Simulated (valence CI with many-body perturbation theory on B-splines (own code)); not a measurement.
**Sr XXXIV: electric-dipole lines**

Level of theory: valence CI with perturbative core correlation (CI+MBPT): three valence electrons over a frozen Dirac-Fock core [He], a basis of 11 s, 11 p, 9 d, 7 f, 5 g, 2 h, 1 i functions for each j, with the one-electron correlation potential Σ1, the two-electron term Σ2, the three-electron term Σ3, Breit, model QED; selected CI, second order for the rest (own B-spline code, finite nucleus).

No measured spectrum was set against this ion. As an estimate, large intervals hold to a few tenths of a per cent, small ones and those within an open d or f shell to about a per cent.

Lines 201 to 250 of 268 in falling wavelength, among levels below 22006 × 10³ cm⁻¹, chosen from the strongest by gf and those to the six lowest levels. Wavelengths and rates use the calculated energies. Electric multipoles are in the length gauge, E1 and E2 with the static RPA response of the core. Weak lines are less certain than strong ones. Lines between different terms over intervals too small for the method are left out, as are lines whose strength nearly cancels. The highest levels of a list are the least certain.

Levels are named by their leading jj configuration (3d3/2^4 stands for four electrons in 3d with j = 3/2), which in mixed levels can hold well under half, so a name can repeat and another be missing. Letters in brackets count levels of one name in rising energy.

```csv
λ vac (Å),Upper,Lower,A (s⁻¹),S (a.u.) with core polarisation,S without
5.018,(2p1/2 2p3/2 3p1/2) J=5/2,(2s 2p1/2 2p3/2) J=3/2 [b],8.04e+11,3.01e-04,2.99e-04
5.005,(2p1/2 2p3/2 3p3/2) J=1/2 [a],(2s 2p1/2 2p3/2) J=1/2,1.47e+13,1.81e-03,1.81e-03
5.004,(2s 2p3/2 3p1/2) J=3/2 [a],(2s^2 2p3/2) J=3/2,1.07e+13,2.63e-03,2.63e-03
4.999,(2s 2p1/2 3p1/2) J=3/2,(2s^2 2p1/2) J=1/2,7.73e+12,1.91e-03,1.90e-03
4.998,(2s 2p3/2 3p1/2) J=5/2,(2s^2 2p3/2) J=3/2,1.97e+13,7.28e-03,7.27e-03
4.996,(2p1/2 2p3/2 3p3/2) J=3/2 [a],(2s 2p1/2 2p3/2) J=1/2,1.39e+13,3.41e-03,3.41e-03
4.995,(2p1/2 2p3/2 3p3/2) J=5/2 [a],(2s 2p1/2 2p3/2) J=3/2 [b],9.79e+11,3.61e-04,3.61e-04
4.990,(2p1/2 2p3/2 3p3/2) J=1/2 [a],(2s 2p1/2 2p3/2) J=3/2 [b],3.22e+12,3.94e-04,3.94e-04
4.988,(2s 2p3/2 3d3/2) J=5/2 [b],(2s 2p1/2 2p3/2) J=5/2,9.74e+11,3.58e-04,3.58e-04
4.987,(2p1/2 2p3/2 3p1/2) J=3/2 [b],(2s 2p1/2 2p3/2) J=3/2 [b],1.26e+13,3.09e-03,3.08e-03
4.983,(2s 2p3/2 3d5/2) J=7/2 [b],(2s 2p1/2 2p3/2) J=5/2,2.81e+12,1.37e-03,1.37e-03
4.980,(2p1/2 2p3/2 3p3/2) J=3/2 [a],(2s 2p1/2 2p3/2) J=3/2 [b],1.79e+12,4.36e-04,4.36e-04
4.976,(2p1/2 2p3/2 3p3/2) J=3/2 [b],(2s 2p1/2 2p3/2) J=1/2,8.10e+12,1.97e-03,1.97e-03
4.968,(2s 2p3/2 3p3/2) J=3/2 [a],(2s^2 2p3/2) J=3/2,2.48e+13,5.99e-03,5.99e-03
4.966,(2s 2p1/2 3p1/2) J=1/2 [b],(2s^2 2p1/2) J=1/2,1.17e+13,1.41e-03,1.41e-03
4.964,(2p1/2 2p3/2 3p1/2) J=3/2 [a],(2s 2p1/2 2p3/2) J=5/2,2.23e+12,5.39e-04,5.38e-04
4.962,(2s 2p1/2 3p3/2) J=3/2 [a],(2s^2 2p1/2) J=1/2,1.32e+13,3.18e-03,3.18e-03
4.961,(2s 2p3/2 3d5/2) J=3/2 [b],(2s 2p1/2 2p3/2) J=5/2,4.21e+11,1.01e-04,1.01e-04
4.960,(2p1/2 2p3/2 3p3/2) J=3/2 [b],(2s 2p1/2 2p3/2) J=3/2 [b],1.15e+13,2.77e-03,2.76e-03
4.950,(2p1/2^2 3p1/2) J=1/2,(2s 2p1/2^2) J=1/2,1.38e+13,1.66e-03,1.65e-03
4.950,(2p1/2 2p3/2 3p3/2) J=5/2 [b],(2s 2p1/2 2p3/2) J=3/2 [b],1.36e+13,4.88e-03,4.87e-03
4.949,(2s 2p3/2 3d3/2) J=5/2 [b],(2s 2p1/2 2p3/2) J=3/2 [a],6.13e+11,2.20e-04,2.20e-04
4.949,(2s 2p3/2 3p3/2) J=5/2 [a],(2s^2 2p3/2) J=3/2,2.89e+13,1.04e-02,1.03e-02
4.946,(2p1/2 2p3/2 3p1/2) J=5/2,(2s 2p1/2 2p3/2) J=5/2,1.10e+13,3.95e-03,3.94e-03
4.945,(2s 2p1/2 3p3/2) J=1/2,(2s^2 2p1/2) J=1/2,3.64e+13,4.34e-03,4.34e-03
4.944,(2s 2p3/2 3p3/2) J=1/2 [a],(2s^2 2p3/2) J=3/2,3.80e+13,4.54e-03,4.53e-03
4.936,(2s 2p3/2 3d3/2) J=1/2 [b],(2s 2p1/2 2p3/2) J=3/2 [a],4.63e+12,5.49e-04,5.48e-04
4.935,(2s 2p1/2 3p3/2) J=3/2 [b],(2s^2 2p1/2) J=1/2,3.02e+13,7.18e-03,7.17e-03
4.933,(2p1/2 2p3/2 3p1/2) J=1/2,(2s 2p1/2 2p3/2) J=3/2 [a],8.63e+12,1.02e-03,1.02e-03
4.930,(2p1/2 2p3/2 3p3/2) J=1/2 [b],(2s 2p1/2 2p3/2) J=3/2 [b],1.71e+13,2.03e-03,2.02e-03
4.926,(2p1/2 2p3/2 3p1/2) J=3/2 [a],(2s 2p1/2 2p3/2) J=3/2 [a],8.27e+12,1.95e-03,1.95e-03
4.925,(2p1/2 2p3/2 3p3/2) J=5/2 [a],(2s 2p1/2 2p3/2) J=5/2,1.26e+12,4.45e-04,4.44e-04
4.922,(2s 2p3/2 3d5/2) J=3/2 [b],(2s 2p1/2 2p3/2) J=3/2 [a],1.67e+12,3.94e-04,3.93e-04
4.917,(2p1/2 2p3/2 3p1/2) J=3/2 [b],(2s 2p1/2 2p3/2) J=5/2,9.48e+12,2.22e-03,2.22e-03
4.912,(2s 2p3/2 3d5/2) J=3/2 [a],(2s 2p1/2^2) J=1/2,8.11e+11,1.90e-04,1.90e-04
4.912,(2s 2p3/2 3p1/2) J=1/2,(2s^2 2p3/2) J=3/2,2.00e+13,2.34e-03,2.33e-03
4.910,(2p1/2 2p3/2 3p3/2) J=3/2 [a],(2s 2p1/2 2p3/2) J=5/2,1.23e+13,2.88e-03,2.88e-03
4.910,(2s 2p3/2 3p1/2) J=3/2 [b],(2s^2 2p3/2) J=3/2,1.05e+13,2.44e-03,2.44e-03
4.908,(2p1/2 2p3/2 3p1/2) J=5/2,(2s 2p1/2 2p3/2) J=3/2 [a],1.04e+12,3.65e-04,3.64e-04
4.903,(2p1/2 2p3/2 3p3/2) J=7/2,(2s 2p1/2 2p3/2) J=5/2,2.09e+13,9.72e-03,9.71e-03
4.896,(2p1/2^2 3p3/2) J=3/2,(2s 2p1/2^2) J=1/2,2.10e+13,4.86e-03,4.86e-03
4.891,(2s 2p3/2 3d5/2) J=1/2,(2s 2p1/2^2) J=1/2,8.61e+11,9.95e-05,9.96e-05
4.890,(2p1/2 2p3/2 3p3/2) J=3/2 [b],(2s 2p1/2 2p3/2) J=5/2,3.10e+12,7.15e-04,7.15e-04
4.887,(2p1/2 2p3/2 3p3/2) J=5/2 [a],(2s 2p1/2 2p3/2) J=3/2 [a],2.07e+13,7.14e-03,7.13e-03
4.882,(2p1/2 2p3/2 3p3/2) J=1/2 [a],(2s 2p1/2 2p3/2) J=3/2 [a],6.62e+12,7.61e-04,7.60e-04
4.880,(2p1/2 2p3/2 3p3/2) J=5/2 [b],(2s 2p1/2 2p3/2) J=5/2,1.06e+13,3.65e-03,3.65e-03
4.879,(2p1/2 2p3/2 3p1/2) J=3/2 [b],(2s 2p1/2 2p3/2) J=3/2 [a],5.77e+12,1.32e-03,1.32e-03
4.878,(2s 2p3/2 3p3/2) J=5/2 [b],(2s^2 2p3/2) J=3/2,9.10e+12,3.13e-03,3.12e-03
4.872,(2p1/2 2p3/2 3p3/2) J=3/2 [a],(2s 2p1/2 2p3/2) J=3/2 [a],6.89e+11,1.57e-04,1.57e-04
4.870,(2s 2p3/2 3p3/2) J=3/2 [b],(2s^2 2p3/2) J=3/2,9.00e+12,2.05e-03,2.05e-03
```
